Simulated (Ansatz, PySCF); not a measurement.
Process, species as SMILES: C[CH2][Ge]([Br])([Br])[Br] + C (CH4) + 3 [GeH4] (GeH4) -> CC (C2H6) + [CH3][GeH3] [methylgermane] + 3 [GeH3][Br] [bromogermane]
Structures are relaxed separately at B3LYP-D3(BJ)/def2-TZVP in Ansatz (a quantum-chemistry and plane-wave program), one conformer each, not searched for the lowest. Frequencies are from Ansatz or PySCF.

Quantity: bond separation energy (enthalpy at 298 K, with B3LYP-D3(BJ) rigid-rotor harmonic-oscillator terms), in eV. Valence correlation only, unless marked. No spin-orbit coupling. The frozen core is the preceding noble-gas configuration, with the filled d and f shells of earlier blocks. No relativistic terms. CBS(X,Y): correlation extrapolated as X^-3; Hartree-Fock from the larger set. The bracket is a focal-point correction in the basis named.

RI-MP2/CBS(cc-pVTZ,cc-pVQZ)+[CCSD(T)-MP2]/cc-pVTZ (Ansatz) gives 0.30 eV.

### Question
Another calculation gave 0.38 eV. Which level was it?
A) BHLYP/def2-TZVPD (Ansatz)
B) B97M-V/def2-TZVPD (Ansatz)
C) B2PLYP/def2-TZVPD (Ansatz)

### Answer
B, B97M-V/def2-TZVPD (Ansatz). The others give 0.26 (B2PLYP), 0.12 (BHLYP) eV.
